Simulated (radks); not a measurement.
Ta XLII, 32 electrons, occupied as [Ar] 3d10 4s2 4p2. Calculated with a radial shooting solver on a logarithmic mesh with Libxc functionals: scalar-relativistic Kohn-Sham, BLYP, spin-polarised, spherical densities, finite nucleus; open shells are filled with parallel spins first (spin-orbit coupling, left out, can overturn this in heavy ions); Fermi nuclear charge, rms radius 5.3507 fm.

Radial electron density D(r) = 4 pi r^2 rho(r):

r (bohr),D(r) (e/bohr),spin D(r)
0.0007777,4.898,-0.0000943
0.0009887,7.134,-0.000118
0.001257,10.30,-0.000128
0.001598,14.71,-0.0000862
0.002031,20.71,0.0000987
0.002582,28.67,0.000638
0.003283,38.81,0.00200
0.004173,51.10,0.00521
0.005263,64.47,0.0121
0.00669,78.55,0.0272
0.008505,90.70,0.0585
0.01081,98.23,0.120
0.01374,99.16,0.233
0.01747,94.21,0.425
0.02221,88.35,0.709
0.02824,89.64,1.05
0.0359,103.2,1.30
0.04563,123.0,1.24
0.05801,132.1,0.701
0.07375,119.6,0.0601
0.09375,99.56,0.271
0.1192,98.89,1.72
0.1515,112.7,2.67
0.1926,102.7,1.19
0.2429,63.91,0.0274
0.3088,30.82,3.19
0.3925,18.88,6.85
0.499,10.24,5.05
0.6344,2.682,1.47
0.8064,0.2626,0.156
1.025,0.007903,0.00509

D(r) has 3 maxima, at r = 0.0126, 0.0571, 0.162 bohr, and minima at 0.0245, 0.107 bohr, inside which lie 1.91, 11.10 electrons.
